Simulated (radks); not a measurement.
Values are calculated unless marked as measured or tabulated.
Task: Ga-, configuration [Ar] 3d10 4s2 4p2. Level of theory: non-relativistic Kohn-Sham, LDA (Slater exchange, Perdew-Wang correlation), spin-unpolarised, spherical densities, point nucleus; hard spherical wall at 8 bohr (a radial shooting solver on a logarithmic mesh with Libxc functionals). Some entries of the table are withheld. Estimate them.

orbital,occ.,eigenvalue (eV),<1/r> (bohr^-1)
1s,2,(1),30.46
2s,2,-1222.561,(2)
2p,6,(3),(4)
3s,2,-135.2006,2.137
3p,6,-90.1102,2.013
3d,10,-12.6061,1.655
4s,2,-2.0779,0.5272
4p,2,(5),0.3595
5s,0,6.9498,0.2792
4d,0,8.1962,0.2330
5p,0,10.1381,0.3255

Result: 
(1) 1s eigenvalue (eV): -10065.41
(2) 2s <1/r> (bohr^-1): 6.665
(3) 2p eigenvalue (eV): -1083.573
(4) 2p <1/r> (bohr^-1): 6.641
(5) 4p eigenvalue (eV): 3.4560
